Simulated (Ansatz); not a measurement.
Born–Oppenheimer molecular dynamics of F2H2OSi (6 atoms, charge 0, multiplicity 1). It starts from a relaxed structure.

All numbers below come from RKS LDA/6-31G* (Ansatz 0.2.0).

```yaml
ensemble: NVT, Nosé–Hoover chain
time_step: 1 fs
steps_asked: 250
set_temperature: 500 K
thermostat: time constant 3 fs, chain length 1
seed: 478012
```

First frame:

```xyz
6
Properties=species:S:1:pos:R:3
Si -0.084 -0.028 0.075
H 0.155 -0.036 1.536
F 1.288 0.117 -0.724
O -1.088 1.212 -0.246
H -1.356 1.363 -1.173
F -0.706 -1.414 -0.408
```

Question: How far do the bonds stretch over the last three quarters of this one trajectory? (Pairs bonded in most of those frames.)

Answer: 
```json
{"bond": "Si1–H2", "mean (Å)": "1.493", "spread (Å)": "0.022", "shortest": "1.45", "longest": "1.54"}
{"bond": "Si1–F3", "mean (Å)": "1.591", "spread (Å)": "0.019", "shortest": "1.54", "longest": "1.63"}
{"bond": "Si1–O4", "mean (Å)": "1.634", "spread (Å)": "0.029", "shortest": "1.57", "longest": "1.69"}
{"bond": "Si1–F6", "mean (Å)": "1.595", "spread (Å)": "0.020", "shortest": "1.55", "longest": "1.63"}
{"bond": "O4–H5", "mean (Å)": "0.980", "spread (Å)": "0.009", "shortest": "0.96", "longest": "1.01"}
```

Mean temperature of the second half: 501 K. The conserved energy stayed within 0.56 meV per atom of its start (net change 0.15 meV per atom), so the integration is sound. A run of 0.25 ps of so small a system gives no equilibrium averages.

Time of the run: 3.4 min on 1 thread of Arm Neoverse V2 (shared host), peak memory 0.11 GiB.
